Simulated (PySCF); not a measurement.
A structure optimised at PBE0-D3(BJ)/def2-SVP, used in a PySCF frequency run:

```xyz
10

C      0.6056    -2.3212     0.0000
C      0.2101    -1.0526     0.0000
O      1.1105     0.0197     0.0000
C      0.2953     1.1445     0.0000
O      0.7085     2.2538     0.0000
Si    -1.3167     0.0520     0.0000
H      1.6668    -2.5842     0.0000
H     -0.1324    -3.1243     0.0000
H     -2.1592     0.0844     1.2271
H     -2.1592     0.0844    -1.2271
```
Charge 0, spin multiplicity 1.

**Question.** Write its SMILES, formula and point group.

**Answer.** C=C1OC(=O)[SiH2]1, C₃H₄O₂Si, Cs

**Question.** What are its rotational constants (standard atomic weights)?

**Answer.** 5.1861, 2.5970, 1.7672 GHz
